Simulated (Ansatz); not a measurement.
Total energies of HgMe2 (C2H6Hg) from Ansatz at BHLYP-D4/def2-TZVP, gas phase (1 Eh = 27.2114 eV = 2625.5 kJ/mol). The reference geometry is relaxed at PBE0-D4/def2-TZVP.

```xyz
9

Hg    0.000    0.000    0.000
C    -0.451    1.779   -1.011
H    -1.476    1.757   -1.386
H     0.223    1.920   -1.858
H    -0.348    2.636   -0.342
C     0.451   -1.779    1.010
H    -0.165   -1.877    1.907
H     1.501   -1.793    1.310
H     0.265   -2.642    0.368
```

| state | geometry | energy (Eh) |
| --- | --- | --- |
| charge 0 singlet | reference | -233.14125 |
| charge 1 doublet | reference | -232.81043 |
| free Hg atom (singlet) | – | -153.39141 |
| free C atom (triplet) | – | -37.84774 |
| free H atom (doublet) | – | -0.49854 |

In the def2 sets Hg takes a core potential; there is no spin–orbit coupling.

Problem. Work out the vertical ionisation energy to the doublet.

Solution. E(charge 1 doublet) − E(charge 0 singlet) = -232.81043 − (-233.14125) = 0.33082 Eh = 9.00 eV. For comparison, −ε of the highest occupied level is 8.02 eV at this level, 0.98 eV less.

Problem. What is the binding energy per atom against free atoms?

Solution. Atoms: 1 × (-153.39141) + 2 × (-37.84774) + 6 × (-0.49854) = -232.07813 Eh. Binding: -232.07813 − (-233.14125) = 1.06312 Eh = 28.93 eV, or 3.21 eV for each of 9 atoms (no zero-point energy, no counterpoise term).
